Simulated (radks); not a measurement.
The numbers below are computed, except where a source is named.
Tm, 69 electrons, occupied as [Xe] 4f(up 6.5, down 6.5) 6s2 (fractional occupations, a model configuration).

Code: a radial shooting solver on a logarithmic mesh with Libxc functionals. Model: scalar-relativistic Kohn-Sham, LDA (Slater exchange, Perdew-Wang correlation), spin-polarised, spherical densities, finite nucleus; Fermi nuclear charge, rms radius 5.2256 fm.

Energy parts (hartree):
part                       energy
total                 -13557.5691
kinetic                14729.1613
electron-nucleus      -33327.6796
Hartree                 5317.6240
exchange-correlation    -276.6749

Orbitals (lengths in bohr, moments of r in powers of bohr; r(max) is where P^2 peaks):
| orbital | occ. | eigenvalue (hartree) | <1/r> | <r^2> | r(max) | <r^4> |
|---|---|---|---|---|---|---|
| 1s | 2 | -2176.394 | 79.00 | 0.0005493 | 0.01262 | 8.099e-07 |
| 2s | 2 | -367.2525 | 18.41 | 0.008527 | 0.07195 | 0.0001252 |
| 2p | 6 | -324.4570 | 16.96 | 0.006949 | 0.05856 | 0.00009550 |
| 3s | 2 | -82.51838 | 6.793 | 0.05592 | 0.2034 | 0.004711 |
| 3p | 6 | -69.55435 | 6.338 | 0.05633 | 0.2003 | 0.004982 |
| 3d | 10 | -53.49845 | 6.008 | 0.04690 | 0.1632 | 0.003892 |
| 4s | 2 | -16.23219 | 2.874 | 0.2803 | 0.4644 | 0.1144 |
| 4p | 6 | -11.96857 | 2.626 | 0.3183 | 0.4857 | 0.1520 |
| 4d | 10 | -6.30123 | 2.319 | 0.3800 | 0.5011 | 0.2367 |
| 5s | 2 | -1.96726 | 1.079 | 1.707 | 1.090 | 4.397 |
| 5p | 6 | -0.99446 | 0.8865 | 2.488 | 1.253 | 9.999 |
| 6s | 2 | -0.14818 | 0.3206 | 17.54 | 3.266 | 498.1 |
| 4f | 13 | -0.12214 | 1.687 | 0.9294 | 0.4949 | 3.755 |

The highest occupied level is 4f at -3.324 eV. The electron density at the nucleus is 9.982e+05 e/bohr^3 (large components only).
